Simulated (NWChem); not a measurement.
System: CH$_{3}$F$_{3}$OSi; SMILES O[Si](F)(F)CF

Input file for NWChem:

```
start job
memory heap 200 mb stack 900 mb global 1100 mb
geometry units angstroms noautoz
  O     -1.607901    -0.348532    -0.134873
  Si     0.018322    -0.474391    -0.019066
  F      0.401235    -1.488018     1.156057
  F      0.658132    -1.086931    -1.352398
  C      0.721686     1.245785     0.315609
  F     -0.197297     2.151929    -0.259032
  H     -1.892143     0.565192    -0.295890
  H      1.704912     1.416873    -0.136592
  H      0.794082     1.467073     1.387352
end
basis spherical
  * library def2-tzvp
end
dft
  xc b3lyp
  iterations 150
  semidirect filesize 400000000
  mulliken
end
task dft energy
```

All runs use the structure optimised with B3LYP/6-31G* (spherical d).

Problem. Predict the main results of this run. (B3LYP/def2-TZVP.) Quantities: energy (Ha); highest occupied level (eV); orbital gap (eV); dipole (D).

Solution. 
- energy (Ha): -704.56
- highest occupied level (eV): -9.30
- orbital gap (eV): 9.16
- dipole (D): 2.15
